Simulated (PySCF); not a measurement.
boron oxyfluoride (BFO), singlet, geometry from GFN2-xTB; DF-B3LYP/d-aug-cc-pVTZ in PySCF.

Here is a job for PySCF.
```python
from pyscf import gto, scf, dft
import numpy

mol = gto.Mole()
mol.atom = '''
    F    -0.000000   -0.000000   -1.189254
    B     0.000000    0.000000    0.092502
    O     0.000000    0.000000    1.280097
'''
mol.basis = 'd-aug-cc-pvtz'
mol.charge = 0
mol.spin = 0
mol.verbose = 4
mol.build()
print('smallest overlap eigenvalue', numpy.linalg.eigvalsh(mol.intor('int1e_ovlp'))[0])

mf = dft.RKS(mol)
mf.xc = 'b3lyp'
mf = mf.density_fit(auxbasis='def2-universal-jkfit')
mf = scf.addons.remove_linear_dep_(mf, threshold=1e-8, lindep=1e-8)
mf.kernel()
mf.analyze()
```

Task: Write the output that PySCF gives for this input, abridged.

Result: 
```
PySCF version 2.14.0

[INPUT] verbose = 4
[INPUT] num. atoms = 3
[INPUT] num. electrons = 22
[INPUT] charge = 0
[INPUT] spin (= nelec alpha-beta = 2S) = 0
[INPUT] symmetry False subgroup None
[INPUT] Mole.unit = angstrom
[INPUT] Symbol           X                Y                Z      unit          X                Y                Z       unit  Magmom
[...]
nuclear repulsion = 51.8313524948743
number of shells = 36
number of NR pGTOs = 222
number of NR cGTOs = 186
basis = d-aug-cc-pvtz
ecp = {}
input.py:20: DeprecationWarning: remove_linear_dep_ is deprecated and will be removed in a future release. Linear dependency handling is now built into the SCF procedure by default. Linear dependency removal can be controlled using the following settings:
  pyscf.scf.hf.remove_overlap_zero_eigenvalue = True
  pyscf.scf.hf.overlap_zero_eigenvalue_threshold = 1e-6

  mf = scf.addons.remove_linear_dep_(mf, threshold=1e-8, lindep=1e-8)
smallest overlap eigenvalue 2.3568955594444796e-05

******** <class 'pyscf.df.df_jk.DFRKS'> ********
method = DFRKS
initial guess = minao
damping factor = 0
level_shift factor = 0
DIIS = <class 'pyscf.scf.diis.CDIIS'>
diis_start_cycle = 1
diis_space = 8
diis_damp = 0
SCF conv_tol = 1e-09
SCF conv_tol_grad = None
SCF max_cycles = 50
direct_scf = False
XC library pyscf.dft.libxc version 7.1.2
    S. Lehtola, C. Steigemann, M. J. T. Oliveira, and M. A. L. Marques,  SoftwareX 7, 1–5 (2018)
XC functionals = b3lyp
    P. J. Stephens, F. J. Devlin, C. F. Chabalowski, and M. J. Frisch,  J. Phys. Chem. 98, 11623 (1994)
radial grids:
    Treutler-Ahlrichs [JCP 102, 346 (1995); DOI:10.1063/1.469408] (M4) radial grids

becke partition: Becke, JCP 88, 2547 (1988); DOI:10.1063/1.454033
pruning grids: <function nwchem_prune>
grids dens level: 3
symmetrized grids: False
atomic radii adjust function: <function treutler_atomic_radii_adjust>
small_rho_cutoff = 0
Set gradient conv threshold to 3.16228e-05
Initial guess from minao.
tot grids = 42392
******** <class 'pyscf.df.df.DF'> ********
auxbasis = def2-universal-jkfit
init E= -200.375370465992
[...]
cycle= 1 E= -199.918205315856  delta_E= 0.457  |g|= 0.971  |ddm|= 4.69
[...]
cycle= 2 E= -199.08913192148  delta_E= 0.829  |g|= 2.22  |ddm|= 3.94
[...]
cycle= 3 E= -200.075773402114  delta_E= -0.987  |g|= 0.292  |ddm|= 2.79
[...]
cycle= 4 E= -200.088047290988  delta_E= -0.0123  |g|= 0.118  |ddm|= 0.432
[...]
cycle= 5 E= -200.089837124016  delta_E= -0.00179  |g|= 0.0142  |ddm|= 0.142
[...]
cycle= 6 E= -200.089878380182  delta_E= -4.13e-05  |g|= 0.00371  |ddm|= 0.0239
[...]
cycle= 7 E= -200.089880917586  delta_E= -2.54e-06  |g|= 0.000381  |ddm|= 0.00631
[...]
cycle= 8 E= -200.089880941244  delta_E= -2.37e-08  |g|= 5.48e-05  |ddm|= 0.000475
[...]
cycle= 9 E= -200.08988094174  delta_E= -4.96e-10  |g|= 8.76e-06  |ddm|= 6.69e-05
[...]
Extra cycle  E= -200.0898809417  delta_E= 4.08e-11  |g|= 1.76e-05  |ddm|= 3.1e-05
converged SCF energy = -200.0898809417
**** SCF Summaries ****
Total Energy =                        -200.089880941699562
Nuclear Repulsion Energy =              51.831352494874338
One-electron Energy =                 -378.458029836628100
Two-electron Energy =                  126.536796400054200
Two-electron Coulomb Energy =          149.703578595228095
DFT Exchange-Correlation Energy =      -23.166782195173898
HOMO-LUMO gap [eV] =                     9.031531184772671
**** MO energy ****
[...]
WARN: Weak orthogonality for localized orbitals 1.4043897991306656e-07

 ** Mulliken pop on meta-lowdin orthogonal AOs  **
 ** Mulliken pop  **
 ** Mulliken atomic charges  **
charge of    0F =     -0.24466
charge of    1B =      0.68888
charge of    2O =     -0.44422
Dipole moment(X, Y, Z, Debye): -0.00000, -0.00000, -2.08837
```
